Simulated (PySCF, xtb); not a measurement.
NbCl4, SMILES [Cl][Nb]([Cl])([Cl])[Cl] (connectivity only; charge and spin as stated), neutral, multiplicity 2.

Harmonic wavenumbers (cm⁻¹) from GFN2-xTB run with xtb at its own minimum, in rising order: 81, 92, 98, 98, 131, 277, 292, 341, 342.

What does B3LYP-D3(BJ)/def2-SVP run with PySCF give at its own minimum? (The exact figures need the calculation; the answer reports its results.)

76, 87, 101, 110, 110, 379, 403, 433, 433. Paired by order, the mean absolute difference is 49 cm⁻¹ and the zero-point energies are 2.5 and 3.0 kcal/mol.
